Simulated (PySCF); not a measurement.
C3H11BN2O.
Numbering: `[CH3:1][CH:2]([CH3:3])[O:4][B:5]([NH2:6])[NH2:7]` (hydrogens: H8, H9, H10 on C1; H11 on C2; H12, H13, H14 on C3; H15, H16 on N6; H17, H18 on N7)

Geometry (GFN2-xTB, Å), atoms numbered from 1 in this order:
```xyz
18
C3H11BN2O angstrom
C      2.025    1.021    0.512
C      0.874    0.316   -0.206
C      1.306   -1.073   -0.684
O     -0.206    0.223    0.692
B     -1.506    0.004    0.309
N     -1.938   -0.123   -1.036
N     -2.446   -0.099    1.358
H      1.710    2.008    0.841
H      2.319    0.445    1.385
H      2.878    1.123   -0.154
H      0.582    0.921   -1.081
H      1.624   -1.669    0.169
H      0.472   -1.579   -1.164
H      2.130   -0.992   -1.388
H     -2.909   -0.194   -1.276
H     -1.348    0.045   -1.829
H     -2.161   -0.071    2.318
H     -3.418   -0.300    1.224
```

The closed-shell SCF was solved with PySCF and density fitting under several settings on one GFN2-xTB geometry (grid level 2 and gas phase unless stated).

```tsv
settings	basis functions	SCF cycles	E (Eh)	HOMO (eV)	LUMO (eV)	dipole (D)
PBE0/pcSseg-1	174	14	-330.2317	-6.63	1.30	1.50
CAM-B3LYP/def2-SVPD	231	13	-330.2870	-8.24	0.85	1.40
PBE0/pcseg-1, energy threshold 1e-08 Eh	153	9	-330.2018	-6.62	1.30	1.51
```

Problem. Estimate the row for these settings: revPBE/cc-pVDZ, IEF-PCM benzene, grid level 4.

Solution. 
| settings | basis functions | SCF cycles | E (Eh) | HOMO (eV) | LUMO (eV) | dipole (D) |
| --- | --- | --- | --- | --- | --- | --- |
| revPBE/cc-pVDZ, IEF-PCM benzene, grid level 4 | 153 | 14 | -330.5533 | -4.81 | 1.07 | 1.61 |

Problem. Over all rows, what range does the HOMO–LUMO gap span?

Solution. From 5.88 eV (revPBE/cc-pVDZ, IEF-PCM benzene, grid level 4) to 9.09 eV (CAM-B3LYP/def2-SVPD). The functional of the narrowest has no exact exchange, that of the widest range-separated exact exchange.

Problem. And the dipole moment?

Solution. From 1.40 D (CAM-B3LYP/def2-SVPD) to 1.61 D (revPBE/cc-pVDZ, IEF-PCM benzene, grid level 4); the largest is 1.15 times the smallest, and the median is 1.50 D.

Problem. Compare two rows with the functional PBE0: PBE0/pcseg-1, energy threshold 1e-08 Eh and PBE0/pcSseg-1. Which energy is lower, and by how much?

Solution. PBE0/pcSseg-1 (174 functions) lies 0.0299 Eh or 19 kcal/mol below PBE0/pcseg-1, energy threshold 1e-08 Eh (153 functions).

Cycle counts include a coarse-grid stage where the run had one. The species at its GFN2-xTB geometry (one conformer only).
